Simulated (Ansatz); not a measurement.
CH$_{4}$InNO$_{3}$ (`[NH2][In]([OH])[C](=O)O`), charge 0, multiplicity 1.

**Question.** Give a relaxed structure at PBE0-D4/def2-TZVP (Ansatz 0.2.0). (Best estimate.)

**Answer.** Ansatz gave: 
Z-matrix (Å, degrees):
```
N
In 1 2.004
H 1 1.010 2 116.4
H 1 1.008 2 118.9 3 135.1
O 2 1.985 1 111.0 3 21.4
C 2 2.187 1 128.1 3 -167.7
H 5 0.959 2 113.7 1 172.1
O 6 1.197 2 125.2 1 -97.1
O 6 1.347 2 112.2 1 83.3
H 9 0.974 6 107.4 2 179.5
```
This is one stationary point; other conformers may exist.
